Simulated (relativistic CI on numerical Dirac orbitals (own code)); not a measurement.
# Line list: Forbidden lines, Pb⁵⁶⁺

Calculated at this level of theory: Dirac-Coulomb-Breit CI, orbitals from a KLI potential per configuration, model QED (radiative potential, 1s self-energy scaled to tabulated hydrogen-like ionisation energies), unscaled Slater integrals (own radial code, finite nucleus).

Configurations in the expansion (outside the closed core [Ne]): 3s2.3p6.3d8, 3s2.3p5.3d9, 3s2.3p4.3d10, 3s.3p6.3d9, 3p6.3d10, 3s.3p5.3d10, 3s2.3p6.3d7.4s, 3s2.3p6.3d7.4p, 3s2.3p4.3d9.4s, 3s2.3p6.3d7.4d, 3s2.3p4.3d9.4p, 3s2.3p5.3d8.4s, 3s2.3p6.3d7.4f, 3s2.3p4.3d9.4d, 3s.3p5.3d9.4s, 3s2.3p5.3d8.4p, 3s.3p5.3d9.4p, 3s2.3p6.3d6.4s2, 3s2.3p5.3d8.4d, 3s.3p5.3d9.4d, 3s.3p6.3d8.4s, 3s2.3p6.3d6.4s.4p, 3s2.3p5.3d8.4f, 3p6.3d9.4s, 3s2.3p6.3d7.5s, 3s2.3p6.3d6.4p2, 3s2.3p6.3d6.4s.4d, 3s.3p6.3d8.4p, 3p6.3d9.4p, 3s2.3p6.3d7.5p, 3s2.3p5.3d7.4s2, 3s2.3p6.3d6.4p.4d, 3s2.3p6.3d7.5d, 3p6.3d9.4d, 3s2.3p6.3d7.5f, 3s.3p6.3d8.4d. Levels of other configurations are missing.

```
λ vac (nm)                 Lower                     Upper  Type   A (s⁻¹)  log gf
   0.54281  3s2.3p6.3d8 1D_2 [2]  3s2.3p6.3d7.4s 1F_3 [59]    E2  1.25e+10   -3.41
   0.54321  3s2.3p6.3d8 1S_0 [3]  3s2.3p6.3d7.4s 3D_2 [62]    E2  1.07e+10   -3.63
   0.54353  3s2.3p6.3d8 3F_4 [1]  3s2.3p6.3d7.4s 3P_2 [50]    E2  1.30e+10   -3.54
   0.54374  3s2.3p6.3d8 3F_4 [1]  3s2.3p6.3d7.4s 3H_6 [49]    E2  1.32e+10   -3.12
   0.54403  3s2.3p6.3d8 1D_2 [2]  3s2.3p6.3d7.4s 3F_4 [55]    E2  9.54e+09   -3.42
   0.54545  3s2.3p6.3d8 3F_4 [1]  3s2.3p6.3d7.4s 3F_4 [44]    E2  4.76e+09   -3.72
   0.54563  3s2.3p6.3d8 3F_3 [4]  3s2.3p6.3d7.4s 5F_3 [65]    E2  1.08e+10   -3.47
   0.54607  3s2.3p6.3d8 3F_4 [1]  3s2.3p6.3d7.4s 5F_5 [43]    E2  9.98e+09   -3.31
   0.54724  3s2.3p6.3d8 3F_4 [1]  3s2.3p6.3d7.4s 3F_3 [40]    E2  4.94e+09   -3.81
   0.54788  3s2.3p6.3d8 3F_4 [1]  3s2.3p6.3d7.4s 5F_4 [39]    E2  4.96e+09   -3.70
   0.56575  3s2.3p6.3d8 1G_4 [6]  3s2.3p6.3d7.4s 3D_2 [62]    E2  1.21e+10   -3.54
   0.56863  3s2.3p6.3d8 3F_4 [1]  3s2.3p6.3d7.4s 1D_2 [38]    E2  8.26e+09   -3.70
   0.56927  3s2.3p6.3d8 3F_4 [1]  3s2.3p6.3d7.4s 3D_3 [37]    E2  1.22e+10   -3.38
   0.57022  3s2.3p6.3d8 3F_3 [4]  3s2.3p6.3d7.4s 1H_5 [53]    E2  5.79e+09   -3.51
   0.57111  3s2.3p6.3d8 3P_2 [5]  3s2.3p6.3d7.4s 3F_3 [56]    E2  1.05e+10   -3.44
   0.57138  3s2.3p6.3d8 1D_2 [2]  3s2.3p6.3d7.4s 1D_2 [38]    E2  1.25e+10   -3.51
   0.57143  3s2.3p6.3d8 1G_4 [6]  3s2.3p6.3d7.4s 1F_3 [59]    E2  1.16e+10   -3.40
   0.57144  3s2.3p6.3d8 3F_4 [1]  3s2.3p6.3d7.4s 3P_2 [35]    E2  9.84e+09   -3.62
   0.57200  3s2.3p6.3d8 3F_3 [4]  3s2.3p6.3d7.4s 5P_2 [46]    E2  1.01e+10   -3.61
   0.57270  3s2.3p6.3d8 3F_3 [4]  3s2.3p6.3d7.4s 3F_4 [44]    E2  1.39e+10   -3.21
   0.57277  3s2.3p6.3d8 1G_4 [6]  3s2.3p6.3d7.4s 3F_4 [55]    E2  7.82e+09   -3.46
   0.57350  3s2.3p6.3d8 3P_2 [5]  3s2.3p6.3d7.4s 3P_2 [50]    E2  1.61e+10   -3.40
   0.57379  3s2.3p6.3d8 1D_2 [2]  3s2.3p6.3d7.4s 1P_1 [36]    E2  2.81e+10   -3.38
   0.57458  3s2.3p6.3d8 3F_4 [1]  3s2.3p6.3d7.4s 3F_4 [34]    E2  2.75e+10   -2.91
   0.57464  3s2.3p6.3d8 1G_4 [6]  3s2.3p6.3d7.4s 1H_5 [53]    E2  2.33e+10   -2.90
   0.57467  3s2.3p6.3d8 3F_3 [4]  3s2.3p6.3d7.4s 3F_3 [40]    E2  1.67e+10   -3.24
   0.57564  3s2.3p6.3d8 3P_2 [5]  3s2.3p6.3d7.4s 3F_4 [44]    E2  7.76e+09   -3.46
   0.57568  3s2.3p6.3d8 3F_4 [1]  3s2.3p6.3d7.4s 5F_5 [33]    E2  7.03e+09   -3.42
   0.57739  3s2.3p6.3d8 1D_2 [2]  3s2.3p6.3d7.4s 3F_4 [34]    E2  9.60e+09   -3.36
   0.57763  3s2.3p6.3d8 1S_0 [3]  3s2.3p6.3d7.4s 1D_2 [38]    E2  1.07e+10   -3.57
```

Terms are leading LS components. Brackets give the number of a level in order of energy, since labels repeat. The list gives strong lines, with weight on those to low levels, among the lowest 400 of 6493 levels, so that lines to higher ones, which can be the strongest, are missing. Levels whose partners in the same complex of configurations lie outside the list can be far off, and so can their lines. Rates are taken at the computed energies, electric ones in the length gauge.

At this charge energies of transitions that change n are usually good to better than 1 %, and those within a shell (Δn = 0) to a few per cent.

LS names give the leading component of a level, which can be under half, so a name can repeat, a term be missing and a line seem to break the LS rules.
